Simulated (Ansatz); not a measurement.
Start from `C=CN[SiH3]` and change one atom or group to get `C=C[NH][GaH2]`.

Ansatz, PBE0-D4/def2-TZVP geometries, multiplicity 1. Each molecule was computed in one conformer, which needn't be the lowest.

Scalar relativity is left out up to krypton.

```json
{"property": "size of the dipole moment (PBE/def2-TZVPP) / D", "`C=CN[SiH3]`": "0.80"}
{"property": "HOMO energy (ωB97M-V/def2-TZVPP) / eV", "`C=CN[SiH3]`": "-8.35"}
{"property": "ideal-gas entropy at 298 K and 1 bar (rigid rotor, harmonic PBE0-D4/def2-TZVP) / J/(mol·K)", "`C=CN[SiH3]`": "322"}
{"property": "HOMO–LUMO gap (ωB97M-V/def2-TZVPP) / eV", "`C=CN[SiH3]`": "10.28"}
{"property": "LUMO energy (PBE/def2-TZVPP) / eV", "`C=CN[SiH3]`": "-0.54"}
{"property": "zero-point energy (PBE0-D4/def2-TZVP) / kJ/mol", "`C=CN[SiH3]`": "220.8"}
```

Problem. Give the same properties after the change, and the shifts. (Estimate.)

Solution. Ansatz gave: 
```csv
property,`C=C[NH][GaH2]`,shift
size of the dipole moment (PBE/def2-TZVPP) / D,0.73,-0.07
HOMO energy (ωB97M-V/def2-TZVPP) / eV,-8.19,0.16
"ideal-gas entropy at 298 K and 1 bar (rigid rotor, harmonic PBE0-D4/def2-TZVP) / J/(mol·K)",320,-2
HOMO–LUMO gap (ωB97M-V/def2-TZVPP) / eV,8.65,-1.63
LUMO energy (PBE/def2-TZVPP) / eV,-1.98,-1.44
zero-point energy (PBE0-D4/def2-TZVP) / kJ/mol,191.2,-29.6
```

With PBE0 the HOMO rises by 0.09 eV and the LUMO falls by 1.54 eV, so the gap narrows by about 1.63 eV. PBE moves the HOMO by -0.03 eV and ωB97M-V by 0.16 eV. The zero-point energy changes by -29.6 kJ/mol with -3 modes. Dipoles are sizes alone; their direction can turn.
